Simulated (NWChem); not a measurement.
Molecule: InH2I; SMILES [InH2][I]

```xyz
4

In     0.0000     0.0000    -1.4391
H      0.0000     1.5889    -2.1253
H      0.0000    -1.5889    -2.1253
I      0.0000     0.0000     1.2751
```
Atoms are numbered in this order, from 1.

Results from NWChem. Geometry: optimised at PBE-D3(BJ)/def2-SVP. def2 effective core potentials on In, I; no spin-orbit coupling. Level: PBE0/def2-SVPD; the question gives the wavelength of the field.

Q: Estimate the computed values for field static. Quantities: isotropic polarisability (bohr³); anisotropy (bohr³).

A: 
```yaml
isotropic polarisability (bohr³): 77.6
anisotropy (bohr³): 37.8
```
